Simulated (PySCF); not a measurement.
## Cobalt: a sound run and one with changed settings

Sound run: Co [Ar] 3d7 4s2, Co⁺ [Ar] 3d8. All numbers are calculated (PySCF 2.14, scalar relativity by spin-free X2C-1e, in x2c-SVPall). The sound run starts from symmetry-adapted Hartree-Fock orbitals and uses a fine grid where one is needed.

Changed run: initial guess atom, at most 5 SCF cycles. This setting is unsound on purpose.

```tsv
species	method	sound run (hartree)	changed run (hartree)	converged
Co	UHF	-1391.64018	-1391.55621	no
Co	LDA	-1390.33052	-1390.24603	no
Co	B3LYP	-1393.04652	-1393.03101	no
Co⁺	UHF	-1391.33719	-1391.33718	no
Co⁺	LDA	-1390.04667	-1390.04656	no
Co⁺	B3LYP	-1392.75477	-1392.75470	no
```

The SCF was stopped early; the energies are upper bounds that still move, and correlated levels were skipped or rest on poor orbitals.
